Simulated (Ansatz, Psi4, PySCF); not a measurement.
Gas-phase reaction in SMILES: C[C](F)F → C[C-](F)F (an electron is taken up)

Wanted: adiabatic electron affinity (0 K, with zero-point energies), in eV. Positive where the reaction releases energy. Conventions: no spin-orbit coupling; 6-311+G** with 5d; 6-31G* and kin with 6d, 5d where marked; non-relativistic; UHF or UKS for open shells; dispersion terms only where a functional's name holds one; frozen cores in correlated levels; LANL2DZ all-electron up to Ne. Basis-set limits of correlation are two-point, X^-3; Hartree-Fock from the larger set. Ab initio and DFT rows: single points at B3LYP-D3(BJ) geometries (Ansatz, a program for electronic structure), with unscaled harmonic terms from B3LYP/6-31G* (Ansatz) at its own minima. Sets without +, aug- or the D of def2-TZVPD hold no diffuse functions, which anions need.

Coupled cluster (Ansatz) is a level with limits of its own, used here on species with T1 under 0.025 (0.045 for open shells) and stable references: CCSD(T)/CBS(aug-cc-pVTZ,aug-cc-pVQZ).

Value to compare with, CCSD(T)/CBS(aug-cc-pVTZ,aug-cc-pVQZ) (Ansatz): 0.75 eV.

```csv
level,program,"adiabatic electron affinity (0 K, with zero-point energies) (eV)",difference
HF/3-21G,Ansatz,-1.12,-1.87
PBE/6-311+G**,Ansatz,0.79,0.04
B3LYP/STO-3G,Ansatz,-4.53,-5.28
B3LYP/3-21G,Ansatz,-0.42,-1.17
B3LYP/LANL2DZ,Ansatz,0.70,-0.05
B3LYP/6-31G*,Ansatz,-0.30,-1.05
PBE0/6-31G*,Ansatz,-0.45,-1.20
wB97X-D/6-31G*,Psi4,-0.32,-1.07
wB97X-D/6-311+G**,Psi4,0.69,-0.06
MP2/3-21G,Ansatz,-0.87,-1.62
MP2/LANL2DZ,Ansatz,0.50,-0.25
MP2/6-31G*,Ansatz,-0.54,-1.29
B3PW91/6-31G* (5d),PySCF,-0.38,-1.13
PBE0/def2-TZVPD,Ansatz,0.44,-0.31
```

Among the 13 habitual levels, B3LYP/STO-3G lies farthest from CCSD(T)/CBS(aug-cc-pVTZ,aug-cc-pVQZ) (Ansatz) (-5.28 eV); 1 of 13 lie above it, and their mean absolute difference is 1.24 eV, the median 1.13. One case shows no general order.

The levels are drawn from those run, B3LYP/6-31G* more often than the rest, none by its result; left out are runs that failed, that the program found above a lower state of the same kind, or whose <S^2> lies over 0.5 above the pure value.
